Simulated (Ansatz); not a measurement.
Relaxation of FH₇Si₃ (11 atoms, charge 0, multiplicity 1), to a largest force component of 0.02 eV/Å in at most 40 steps.

Computed with Ansatz 0.2.0, RKS PBE-D4/6-31G.

```xyz
11
Properties=species:S:1:pos:R:3:forces:R:3
Si 0.000 0.000 0.000 -3.01 -0.04 1.65
H 0.000 0.000 1.460 0.10 -0.01 1.13
F 1.499 0.000 -0.529 4.95 0.04 -1.54
Si -1.046 1.812 -0.739 -0.34 0.91 -0.12
H -2.430 1.478 -1.061 -0.96 -0.16 -0.22
H -1.022 2.844 0.293 -0.07 0.83 0.60
H -0.374 2.307 -1.937 0.38 0.36 -0.84
Si -1.046 -1.812 -0.739 -0.38 -0.86 -0.24
H -1.703 -2.485 0.377 -0.53 -0.53 0.69
H -2.045 -1.427 -1.731 -0.71 0.14 -0.69
H -0.078 -2.717 -1.351 0.58 -0.69 -0.42
```

Question: Where does it end, and by what steps?

Answer: It converged. The force dipped under the threshold on the way, but the program's further checks kept it going. Limits of this set-up: no polarisation functions. After 15 steps the energy has fallen by 0.934 eV; H10 moved furthest, 1.24 Å.

| step | energy less start (eV) | largest force component (eV/Å) | accepted |
| --- | --- | --- | --- |
| 0 | 0.0000 | 4.946 | yes |
| 1 | -0.7244 | 2.416 | yes |
| 2 | -0.8551 | 0.612 | yes |
| 3 | -0.8795 | 0.121 | yes |
| 4 | -0.8936 | 0.037 | yes |
| 5 | -0.8991 | 0.221 | yes |
| 6 | -0.9070 | 0.107 | yes |
| 7 | -0.9172 | 0.014 | yes |
| 8 | -0.9211 | 0.168 | yes |
| 9 | -0.9239 | 0.148 | yes |
| 10 | -0.9307 | 0.006 | yes |
| 11 | -0.9320 | 0.028 | yes |
| 12 | -0.9325 | 0.090 | yes |
| 13 | -0.9332 | 0.030 | yes |
| 14 | -0.9335 | 0.001 | yes |
| 15 | -0.9336 | 0.011 | yes |

```xyz
11
Properties=species:S:1:pos:R:3
Si 0.017 0.000 -0.032
H 0.073 -0.120 1.485
F 1.658 0.125 -0.586
Si -1.156 1.979 -0.595
H -2.548 1.868 -0.005
H -0.477 3.197 -0.008
H -1.278 2.145 -2.093
Si -0.957 -1.977 -0.902
H -2.328 -2.122 -0.273
H -1.118 -1.903 -2.404
H -0.129 -3.191 -0.544
```

Time of the run: 38 s on 1 thread of AMD EPYC 7B13 (Zen 3), with other jobs on the host, peak memory 0.14 GiB.
